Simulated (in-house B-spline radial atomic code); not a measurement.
# Ionising Ga VII (Ga6+) with different functionals

Computed with an all-electron radial atomic-structure program (B-spline basis): scalar-relativistic (spin-free X2C) Hamiltonian, Fermi nucleus of rms radius 3.9973 fm, spin-polarised at highest spin, spherical fractional occupations for the functionals, and exact exchange of hybrids averaged over the configuration. The ionisation energy is the difference of two self-consistent energies, [Ar] 3d7 → [Ar] 3d6, without Breit or QED terms; ε is the level of the shell that loses the electron (its least bound occupied spin orbital). There is no spin-orbit coupling in this Hamiltonian.

```csv
method,rung,ΔSCF (eV),-ε(3d) (eV)
PBE0,global hybrid,140.66,130.77
B3LYP,global hybrid,140.88,130.11
TPSSh,global hybrid,140.56,128.13
BHandHLYP,global hybrid,140.34,134.73
r2SCAN0,global hybrid,140.19,130.49
B97-1,global hybrid,140.74,130.15
HSE06,range-separated hybrid,140.62,130.30
wB97X,range-separated hybrid,140.43,132.70
CAM-B3LYP,range-separated hybrid,140.82,132.12
LC-wPBE,range-separated hybrid,140.90,132.51
```

Problem. Among the functionals, which spreads more, the ΔSCF values or the orbital energies?

Solution. The orbital energies: ΔSCF values span about 0.71 eV and the orbital energies 6.61 eV; here energy differences depend much less on the functional than eigenvalues do.

Problem. How do they compare with the NIST value?

Solution. NIST lists 141 eV ± 1.4 (tabulated theory, ground level to ground level). Errors run from -0.61 to +0.10 eV; all lie within about twice that uncertainty, so the table can't rank the methods.
